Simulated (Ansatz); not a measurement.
CH5SSb⁺, that is SbH2(SMe) with one electron fewer, relaxed as a doublet with UKS PBE-D4/def2-TZVP in Ansatz, starting from the PBE-D4/def2-TZVP geometry of the neutral singlet. Force threshold 0.02 eV/Å.

In the def2 sets Sb takes a core potential; there is no spin–orbit coupling. The relaxation made no stability test and no search for a lower SCF solution.

Start:

```
atom    x (Å)    y (Å)    z (Å)
 Sb1   1.8231  -0.1055  -0.1305
  H2   2.2373  -0.8829  -1.6196
  H3   2.5396   1.3588  -0.7026
  S4  -0.4384   0.5228  -0.8174
  C5  -1.3770  -0.1322   0.6104
  H6  -1.2928  -1.2231   0.6870
  H7  -2.4273   0.1259   0.4212
  H8  -1.0645   0.3362   1.5516
```

(1) Estimate the energy that the relaxation releases and the steps that it takes.

(2) Does the start keep its bonding?

(3) Predict the relaxed structure.

## Answers

(1) 35.1 kJ/mol, in 15 steps; 25 s on 4 threads of Arm Neoverse V1 on a shared host. No frequencies were taken in this run, so the end may be a saddle point.

(2) By distances, no bond broke or formed. The bond that changes most is S4–C5, from 1.83 to 1.80 Å (atoms count from 1).

(3) 
Cartesian coordinates in Å:
```
Sb 2.016 0.268 -0.054
H 1.646 -1.203 -0.867
H 2.485 1.203 -1.414
S -0.260 1.147 -0.136
C -1.301 -0.176 0.514
H -1.000 -1.164 0.148
H -2.324 0.066 0.195
H -1.263 -0.142 1.615
```
Bond lengths: 1 × C–S 1.80 Å; 1 × S–Sb 2.44 Å; 3 × C–H 1.10 Å; 2 × H–Sb 1.72 Å.
